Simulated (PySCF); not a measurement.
## `InChI=1S/C7H12O/c8-7-4-2-5-1-3-6(5)7/h5-8H,1-4H2/t5-,6-,7-/m1/s1`

Geometry:
```tsv
atom	x (Å)	y (Å)	z (Å)
O1	-1.956	1.576	0.336
C2	-0.947	0.966	-0.441
C3	-1.349	-0.494	-0.673
C4	-0.865	-1.218	0.584
C5	0.451	-0.533	0.936
C6	1.648	-0.882	0.033
C7	1.600	0.524	-0.583
C8	0.391	0.874	0.300
H9	-1.656	2.448	0.614
H10	-0.835	1.513	-1.392
H11	-2.424	-0.575	-0.815
H12	-0.842	-0.875	-1.559
H13	-1.584	-1.061	1.389
H14	-0.745	-2.290	0.426
H15	0.668	-0.573	2.003
H16	1.456	-1.692	-0.667
H17	2.567	-1.100	0.574
H18	2.483	1.128	-0.383
H19	1.394	0.551	-1.652
H20	0.540	1.723	0.968
```

Method: TDDFT wB97X-D/def2-SVPD circular dichroism and optical rotation, one conformer, gas phase (PySCF 2.14.0). Geometry: GFN2-xTB.

The molecule is flexible and this is one conformer; a measurement averages over conformers.

Question: Draw the ECD and absorption spectra from the lowest 8 states, each a Gaussian of half-width 0.25 eV at 1/e height.

Answer: 
| E (eV) | λ (nm) | Δε (L mol⁻¹ cm⁻¹) | ε (L mol⁻¹ cm⁻¹) |
| --- | --- | --- | --- |
| 6.68 | 186 | +0.15 | 6.57 |
| 6.83 | 182 | +1.14 | 50.6 |
| 6.98 | 178 | +4.28 | 189 |
| 7.13 | 174 | +7.80 | 345 |
| 7.28 | 170 | +6.91 | 306 |
| 7.43 | 167 | +2.98 | 132 |
| 7.58 | 164 | +0.62 | 28.7 |
| 7.73 | 160 | +0.03 | 18.7 |
| 7.88 | 157 | -0.32 | 142 |
| 8.03 | 154 | -1.61 | 707 |
| 8.18 | 152 | -4.62 | 1930 |
| 8.33 | 149 | -9.28 | 2960 |
| 8.48 | 146 | -16.08 | 3070 |
| 8.63 | 144 | -19.83 | 3560 |

Δε uses R in velocity form, ε uses f in length form. Only the states computed contribute, so the short-wavelength end is incomplete.
